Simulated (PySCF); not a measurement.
Constitutional and geometric isomers with formula C2HNO. All species are isolated molecules in the gas phase. Strings in code marks are SMILES.

Computed with PySCF 2.14.0 with CAM-B3LYP-D3(BJ)/def2-TZVP. 

| species | HOMO–LUMO gap (eV) | S1 oscillator strength | HOMO (eV) |
|---|---|---|---|
| `N#CC=O` | (withheld) | 0.001 | (withheld) |
| `C(=C=O)=N` | 5.52 | 0.000 | -7.82 |
| `O=c1cn1` | 8.14 | 0.000 | -9.03 |

Task: Some entries are withheld; supply them.

Result: 
- `N#CC=O`, HOMO–LUMO gap (eV): 8.90
- `N#CC=O`, HOMO (eV): -10.75
